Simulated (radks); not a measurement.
The antimony ion Sb0.7+, 50.3 electrons, occupied as [Kr] 4d10 5s(up 1, down 0.3) 5p3 (fractional occupations, a model configuration).

All-electron calculation, scalar-relativistic Kohn-Sham, PBE, spin-polarised, spherical densities, point nucleus; open shells are filled with parallel spins first (spin-orbit coupling, left out, can overturn this in heavy ions). Program: a radial shooting solver on a logarithmic mesh with Libxc functionals.

Energy parts (Ry):
part                        energy
total                 -12962.27381
kinetic                13557.41324
electron-nucleus      -31326.78632
Hartree                 5147.12216
exchange-correlation    -340.02288

Orbitals (lengths in bohr, moments of r in powers of bohr):
| orbital | occ. | eigenvalue (Ry) | <r^2> |
|---|---|---|---|
| 1s up | 1 | -2227.917 | 0.001094 |
| 1s down | 1 | -2227.909 | 0.001094 |
| 2s up | 1 | -339.4257 | 0.01773 |
| 2s down | 1 | -339.4227 | 0.01773 |
| 2p up | 3 | -304.7611 | 0.01401 |
| 2p down | 3 | -304.7558 | 0.01401 |
| 3s up | 1 | -66.93130 | 0.1249 |
| 3s down | 1 | -66.92473 | 0.1249 |
| 3p up | 3 | -55.63253 | 0.1254 |
| 3p down | 3 | -55.62526 | 0.1254 |
| 3d up | 5 | -38.39445 | 0.1106 |
| 3d down | 5 | -38.38776 | 0.1106 |
| 4s up | 1 | -11.42273 | 0.7074 |
| 4s down | 1 | -11.40678 | 0.7065 |
| 4p up | 3 | -7.96522 | 0.8302 |
| 4p down | 3 | -7.94721 | 0.8268 |
| 4d up | 5 | -2.95173 | 1.262 |
| 4d down | 5 | -2.91469 | 1.229 |
| 5s up | 1 | -1.44478 | 5.297 |
| 5s down | 0.3 | -1.25238 | 5.269 |
| 5p up | 3 | -0.81338 | 8.055 |
| 5p down | 0 | -0.61693 | 8.514 |

The highest occupied level is 5p up at -11.067 eV. Summed over all electrons, <r^2> = 52.11 bohr^2, which gives a Langevin (diamagnetic) susceptibility term of -41.3 x 10^-6 cm^3/mol. The density falls to 0.001 e/bohr^3 at r = 4.41 bohr.
